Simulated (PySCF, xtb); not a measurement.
C3H6F2Si, SMILES F/C(=C\C)[SiH2]F. Other conformers were not sampled.

Harmonic wavenumbers (cm⁻¹) from GFN2-xTB in xtb at its own minimum, in rising order: 49, 120, 130, 164, 236, 289, 420, 436, 536, 557, 701, 726, 764, 819, 831, 998, 1024, 1074, 1145, 1267, 1398, 1467, 1473, 1680, 2329, 2348, 2998, 3013, 3053, 3091.

What does PBE-D3(BJ)/def2-SVP (PySCF) give at its own minimum? (The exact figures need the calculation; the answer reports its results.)

74, 113, 140, 158, 241, 304, 431, 452, 656, 681, 722, 825, 825, 893, 943, 960, 1002, 1045, 1140, 1260, 1336, 1400, 1406, 1680, 2186, 2190, 2966, 3033, 3087, 3109. Paired by order, the mean absolute difference is 47 cm⁻¹ and the zero-point energies are 50.2 and 50.4 kcal/mol.
